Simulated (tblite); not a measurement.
Compound: C₅H₁₄BF₂N.
SMILES with atom numbers: `[CH3:1][C:2]([CH3:3])([CH2:4][CH2:5][F:6])[B@H-:7]([NH3+:8])[F:9]` (hydrogens: H10, H11, H12 on C1; H13, H14, H15 on C3; H16, H17 on C4; H18, H19 on C5; H20 on B7; H21, H22, H23 on N8)

Computed with GFN2-xTB (tblite), gas phase: L-BFGS steps from a force-field or distance-geometry start until the largest atomic force falls under 0.01 eV/Å.

Step 14: E = -857.7038 eV
```
atom  x, y, z in Å  |  force x, y, z in eV/Å
C1     -0.6987    1.1535   -1.3872   -0.039   0.039  -0.056
C2     -0.1070    0.5487   -0.1090    0.010   0.030   0.008
C3      0.0832    1.6957    0.8944   -0.001   0.053   0.022
C4     -1.1204   -0.4200    0.5218   -0.027  -0.025   0.027
C5     -1.4640   -1.6245   -0.3352   -0.004  -0.019  -0.034
F6     -2.3205   -2.4570    0.3597    0.012  -0.039  -0.004
B7      1.3255   -0.1449   -0.5102    0.113  -0.013  -0.015
N8      1.9333   -0.9550    0.8176   -0.002   0.014   0.002
F9      2.3291    0.7947   -0.7296   -0.027   0.003   0.035
H10    -1.6865    1.5806   -1.2191   -0.015  -0.003   0.065
H11    -0.0419    1.9425   -1.7419    0.015  -0.006  -0.047
H12    -0.7728    0.4017   -2.1675    0.005   0.021  -0.035
H13     0.8151    2.4012    0.5118    0.034  -0.004   0.029
H14     0.4196    1.3360    1.8678    0.017  -0.010  -0.023
H15    -0.8550    2.2287    1.0505    0.019  -0.003  -0.011
H16    -2.0510    0.1166    0.7290   -0.005   0.008   0.007
H17    -0.7416   -0.7816    1.4824   -0.015  -0.012   0.019
H18    -1.9808   -1.3391   -1.2528   -0.055  -0.005  -0.002
H19    -0.5848   -2.2231   -0.5853    0.020  -0.024   0.001
H20     1.3043   -0.9417   -1.3936   -0.031  -0.035  -0.030
H21     2.8841   -1.2202    0.5728   -0.067   0.002   0.047
H22     1.9544   -0.2954    1.5915   -0.016  -0.038  -0.027
H23     1.3715   -1.7702    1.0422    0.059   0.067   0.022
```

Step 15: E = -857.7054 eV
```
atom  x, y, z in Å  |  force x, y, z in eV/Å
C1     -0.7001    1.1545   -1.3877   -0.039   0.039  -0.050
C2     -0.1058    0.5478   -0.1112    0.011   0.034   0.016
C3      0.0846    1.6946    0.8932    0.001   0.045   0.017
C4     -1.1203   -0.4193    0.5220   -0.030  -0.032   0.014
C5     -1.4639   -1.6236   -0.3351   -0.012  -0.039  -0.037
F6     -2.3169   -2.4598    0.3589   -0.001  -0.041   0.021
B7      1.3271   -0.1455   -0.5125    0.119  -0.017  -0.004
N8      1.9314   -0.9545    0.8172    0.011  -0.008   0.026
F9      2.3334    0.7949   -0.7248   -0.060  -0.025   0.024
H10    -1.6868    1.5812   -1.2120   -0.011   0.002   0.044
H11    -0.0440    1.9435   -1.7445    0.010  -0.002  -0.032
H12    -0.7778    0.4064   -2.1714    0.001   0.010  -0.017
H13     0.8190    2.3994    0.5127    0.012  -0.009   0.033
H14     0.4203    1.3323    1.8667    0.000   0.005  -0.037
H15    -0.8555    2.2263    1.0466    0.055  -0.004  -0.001
H16    -2.0509    0.1179    0.7281    0.003   0.011   0.004
H17    -0.7437   -0.7811    1.4839   -0.009  -0.006   0.001
H18    -1.9850   -1.3404   -1.2509   -0.042   0.010  -0.009
H19    -0.5850   -2.2214   -0.5869    0.034  -0.017  -0.009
H20     1.3075   -0.9432   -1.3958   -0.025  -0.011  -0.024
H21     2.8826   -1.2213    0.5752   -0.060   0.024   0.048
H22     1.9493   -0.2905    1.5877   -0.001  -0.038  -0.032
H23     1.3757   -1.7714    1.0506    0.031   0.070   0.004
```

Step 16: E = -857.7066 eV
```
atom  x, y, z in Å  |  force x, y, z in eV/Å
C1     -0.7017    1.1559   -1.3887   -0.021   0.024  -0.022
C2     -0.1047    0.5475   -0.1129    0.008   0.018   0.007
C3      0.0859    1.6942    0.8924    0.008   0.017   0.001
C4     -1.1205   -0.4192    0.5222   -0.018  -0.025  -0.009
C5     -1.4641   -1.6236   -0.3357   -0.014  -0.041  -0.025
F6     -2.3141   -2.4628    0.3587   -0.002  -0.038   0.030
B7      1.3301   -0.1467   -0.5140    0.062  -0.015   0.002
N8      1.9299   -0.9540    0.8170    0.013  -0.014   0.034
F9      2.3362    0.7949   -0.7207   -0.056  -0.031   0.010
H10    -1.6875    1.5819   -1.2055   -0.005   0.007   0.020
H11    -0.0456    1.9444   -1.7471   -0.001   0.002  -0.019
H12    -0.7819    0.4102   -2.1748   -0.005   0.005   0.001
H13     0.8223    2.3980    0.5140    0.001  -0.004   0.029
H14     0.4208    1.3294    1.8653   -0.009   0.014  -0.033
H15    -0.8552    2.2244    1.0436    0.064   0.007   0.010
H16    -2.0509    0.1192    0.7275    0.009   0.007   0.001
H17    -0.7454   -0.7807    1.4852   -0.006  -0.002  -0.017
H18    -1.9892   -1.3411   -1.2496   -0.026   0.012  -0.008
H19    -0.5845   -2.2203   -0.5883    0.030  -0.007  -0.017
H20     1.3098   -0.9445   -1.3981   -0.013   0.007  -0.015
H21     2.8807   -1.2217    0.5779   -0.020   0.030   0.039
H22     1.9453   -0.2870    1.5842    0.010  -0.018  -0.015
H23     1.3794   -1.7715    1.0575   -0.009   0.047  -0.005
```

Problem. Estimate the geometry and energy of step 17. (The exact step hangs on the optimiser's Hessian estimate; all steps are aligned on step 16, rigid shifts and turns removed.)

Solution. E = -857.7072 eV, largest force 0.057 eV/Å
```
atom  x, y, z in Å  |  force x, y, z in eV/Å
C1     -0.7028    1.1570   -1.3895   -0.002   0.007   0.003
C2     -0.1040    0.5475   -0.1139    0.002  -0.001  -0.006
C3      0.0868    1.6940    0.8919    0.014  -0.008  -0.013
C4     -1.1209   -0.4196    0.5220   -0.003  -0.012  -0.024
C5     -1.4644   -1.6244   -0.3364   -0.011  -0.030  -0.009
F6     -2.3127   -2.4649    0.3593    0.005  -0.031   0.022
B7      1.3324   -0.1479   -0.5144   -0.005  -0.012   0.003
N8      1.9292   -0.9539    0.8173    0.010  -0.006   0.024
F9      2.3367    0.7944   -0.7184   -0.030  -0.018   0.000
H10    -1.6881    1.5825   -1.2019    0.000   0.009   0.006
H11    -0.0464    1.9450   -1.7485   -0.008   0.004  -0.012
H12    -0.7842    0.4122   -2.1764   -0.010   0.005   0.010
H13     0.8241    2.3972    0.5150    0.006   0.004   0.021
H14     0.4209    1.3280    1.8641   -0.007   0.011  -0.017
H15    -0.8540    2.2237    1.0422    0.050   0.021   0.016
H16    -2.0507    0.1201    0.7271    0.010   0.000  -0.002
H17    -0.7463   -0.7805    1.4855   -0.005  -0.003  -0.025
H18    -1.9917   -1.3412   -1.2491   -0.016   0.003  -0.001
H19    -0.5836   -2.2197   -0.5895    0.014   0.000  -0.020
H20     1.3109   -0.9450   -1.3996   -0.005   0.012  -0.008
H21     2.8797   -1.2213    0.5800    0.017   0.022   0.029
H22     1.9435   -0.2853    1.5822    0.012   0.005   0.008
H23     1.3810   -1.7709    1.0611   -0.037   0.018  -0.005
```

The energy changes by -0.0006 eV. The first-order estimate −F·Δx gives -0.0009 eV and the mean of the old and new forces, exact on a quadratic surface, -0.0006 eV. The step makes an angle of 64° with the force vector and moves no atom by more than 0.004 Å.

The cost below is that of the whole relaxation. The run took 0.51 s on an Arm Neoverse V2 with one thread, shared host with 96 logical CPUs at a one-minute load of 27.
